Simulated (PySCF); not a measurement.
C3H7FSi, SMILES C1C([SiH2]F)C1.

Geometry optimised at PBE-D3(BJ)/def2-SVP. The structure was generated by enumeration, and PubChem lists no compound with its InChIKey, so it may never have been made. Other conformers were not sampled.

Level of theory: TDA-M06-2X/def2-SVPD run with PySCF 2.14.0.

Vertical excitations. Isolated molecule, no solvent.

Computed UV-visible absorptions:
```json
[
 {"state": "S1", "energy (eV)": "7.68", "λ (nm)": "161", "f": "0.009", "main pairs": "HOMO→LUMO 86 %"},
 {"state": "S2", "energy (eV)": "8.06", "λ (nm)": "154", "f": "0.045", "main pairs": "HOMO−1→LUMO 69 %, HOMO−2→LUMO 12 %"},
 {"state": "S3", "energy (eV)": "8.14", "λ (nm)": "152", "f": "0.009", "main pairs": "HOMO→LUMO+1 82 %"},
 {"state": "S4", "energy (eV)": "8.31", "λ (nm)": "149", "f": "0.007", "main pairs": "HOMO−1→LUMO+1 66 %, HOMO−2→LUMO 15 %"},
 {"state": "S5", "energy (eV)": "8.49", "λ (nm)": "146", "f": "0.041", "main pairs": "HOMO−2→LUMO 43 %, HOMO−1→LUMO 18 %, HOMO−1→LUMO+1 9 %, HOMO−3→LUMO 8 %"},
 {"state": "S6", "energy (eV)": "8.71", "λ (nm)": "142", "f": "0.077", "main pairs": "HOMO→LUMO+3 35 %, HOMO→LUMO+2 29 %, HOMO→LUMO+4 12 %"},
 {"state": "S7", "energy (eV)": "8.77", "λ (nm)": "141", "f": "0.004", "main pairs": "HOMO→LUMO+3 44 %, HOMO→LUMO+4 38 %"},
 {"state": "S8", "energy (eV)": "8.85", "λ (nm)": "140", "f": "0.028", "main pairs": "HOMO−3→LUMO 39 %, HOMO−1→LUMO+4 12 %, HOMO−2→LUMO 9 %, HOMO→LUMO+4 7 %"},
 {"state": "S9", "energy (eV)": "8.93", "λ (nm)": "139", "f": "0.023", "main pairs": "HOMO−1→LUMO+2 23 %, HOMO−2→LUMO+1 20 %, HOMO−1→LUMO+3 17 %, HOMO−1→LUMO+4 14 %"},
 {"state": "S10", "energy (eV)": "9.02", "λ (nm)": "137", "f": "0.054", "main pairs": "HOMO−1→LUMO+3 52 %, HOMO−1→LUMO+4 22 %"},
 {"state": "T1", "energy (eV)": "7.45", "λ (nm)": "166", "f": "0", "main pairs": "HOMO→LUMO 80 %"},
 {"state": "T2", "energy (eV)": "7.65", "λ (nm)": "162", "f": "0", "main pairs": "HOMO−1→LUMO 68 %"},
 {"state": "T3", "energy (eV)": "7.99", "λ (nm)": "155", "f": "0", "main pairs": "HOMO→LUMO+1 70 %"},
 {"state": "T4", "energy (eV)": "8.03", "λ (nm)": "154", "f": "0", "main pairs": "HOMO−2→LUMO 44 %, HOMO−3→LUMO 13 %, HOMO−1→LUMO 10 %"}
]
```
Triplets are in the Tamm–Dancoff approximation.
